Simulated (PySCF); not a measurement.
BH3OS. Atoms are numbered in the order given.

```xyz
6

B     -0.5666    -0.5903     0.0000
H     -1.7473    -0.7336     0.0000
O      0.2071    -1.7066     0.0000
H      1.1586    -1.5457     0.0000
S      0.0259     1.1248     0.0000
H      1.3504     0.8866     0.0000
```

The structure is a stationary point at TPSSh-D3(BJ)/def2-TZVP. Other conformers were not sampled.

Level of theory: ωB97X/def2-TZVPD run with PySCF.

Isolated molecule, no solvent.

Question: Estimate the frontier levels, gap, dipole moment and polarisability. (Estimate from the structure and the level; the computed values follow.)

Answer: 
- highest occupied level: -10.34 eV
- lowest empty level: 1.14 eV
- orbital gap: 11.49 eV
- dipole moment: 1.94 D
- quadrupole, principal values (traceless, Buckingham form, about the centre of nuclear charge): -5.46, -1.37, 6.83 D·Å
- mean static polarisability: 41.1 bohr³ (6.09 Å³)
- polarisability, principal values: 33.8, 40.9, 48.5 bohr³
